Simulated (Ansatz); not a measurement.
# BeF: state-averaged CASSCF

Calculated in Ansatz's Gaussian-basis code. State-averaged CASSCF with equal weights; occupations are averaged over the states; levels count from the state that is lowest in CASSCF. The basis is small, far from the limit. No symmetry is imposed, so a solution can break that of the shape. The lowest solution met needn't be the lowest there is, nor hold the orbitals that a chemist would pick. The average may hold one member of a degenerate pair alone.

Geometry: bond length 2.0415 Å. A bond is stretched, to 1.33 times the sum of the covalent radii.

Basis def2-SVP, nonrelativistic, 2 orbitals frozen in the corrections; active space CAS(7,7). Averaged: 2 doublets.

CASSCF levels: doublet 0.00, doublet 3.90 eV.

Task: How does SC-NEVPT2 move them?

Result: doublet 0.00, doublet 3.73 eV, in the same order of listing. The lowest state stays.
